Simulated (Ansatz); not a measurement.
`CCB(C)F` + silanol → `CB(F)O[SiH3]` + ethane at 500 K and 1 bar (ligand exchange at a B–C bond).

Program: Ansatz. Geometries: PBE0-D4/def2-TZVP. ΔE: electronic, gas phase. CBS: MP2 limit from def2 TZ/QZ plus the TZ coupled-cluster correction, frozen cores. This one scheme is used for every species. One conformer a species, not always the lowest.

```tsv
species	CCSD(T)/CBS energy (Eh)	H − E (kJ/mol)	S (J/(mol·K))
`CCB(C)F`	-243.64137	332.0	417.1
`O[SiH3]`	-366.69042	127.5	292.9
`CB(F)O[SiH3]`	-530.66692	241.8	429.9
`CC`	-79.71954	220.5	259.9
```

H − E and S are ideal-gas, rigid-rotor, harmonic terms from PBE0-D4/def2-TZVP, for one conformer and one mirror image of each species. 1 Eh = 2625.50 kJ/mol, R = 8.31446 J/(mol·K).

Problem. By hand: ΔE, ΔH, ΔS and ΔG.

Solution. ΔE = (-530.66692) + (-79.71954) − (-243.64137) − (-366.69042) = -0.05467 Eh = -143.5 kJ/mol. Δ(H − E) = 241.8 + 220.5 − 332.0 − 127.5 = 2.8, so ΔH = -140.7 kJ/mol. ΔS = 429.9 + 259.9 − 417.1 − 292.9 = -20.2 J/(mol·K). ΔG = -140.7 − 500 × (-20.2)/1000 = -130.6 kJ/mol.

Problem. By hand: the equilibrium constant, and the temperature at which ΔG would vanish if ΔH and ΔS stayed fixed.

Solution. log₁₀ K = −ΔG/(RT ln 10) = 13.6. ΔG = 0 at ΔH/ΔS = 6965 K, far beyond where these terms or the molecules hold.

ΔH outweighs TΔS. A doubt of 5 kJ/mol in ΔE shifts log₁₀ K by 0.5 here. Other conformers and mirror images would add mixing entropy, several J/(mol·K) or more a flexible species. Modes under 60 cm⁻¹, often nearly free rotors, make the harmonic entropy too high. These are equilibria of isolated gas molecules and say nothing of rates. Largest T1 diagnostic: 0.012 (customary marks: 0.02 for closed shells, 0.045 for open ones).
